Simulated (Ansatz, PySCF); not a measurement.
Reaction (SMILES): [O+]#[Si-] (SiO) + 3 [H][H] (H2) → O (H2O) + [SiH4] (SiH4)
Each molecule is optimised on its own at B3LYP-D3(BJ)/def2-TZVP (Ansatz, a first-principles code).
Geometry of the first species:
```
Si
O 1 1.5131
```
Charge 0, spin multiplicity 1.

Property: energy of full hydrogenation (enthalpy at 298 K, with B3LYP-D3(BJ) rigid-rotor harmonic-oscillator terms from PySCF), in eV. Valence correlation only, unless marked. Spin-orbit coupling is left out. Non-relativistic. CBS(X,Y): correlation extrapolated as X^-3; Hartree-Fock from the larger set.

| level | program | energy of full hydrogenation (eV) |
|---|---|---|
| TPSS/def2-TZVPD | PySCF | -1.19 |
| PBE0/6-31G* | Ansatz | -1.39 |
| LC-wPBE-D3(BJ)/def2-TZVPD | Ansatz + dftd3 | -1.72 |
| B2GP-PLYP-D4/def2-TZVPD | Ansatz + dftd4 | -1.16 |
| MP2/def2-SVP | Ansatz | -1.22 |
| CCSD(T)/def2-TZVPPD | Ansatz | -1.27 |
| CCSD(T)/CBS(def2-TZVPPD,def2-QZVPPD) | Ansatz | -1.31 |
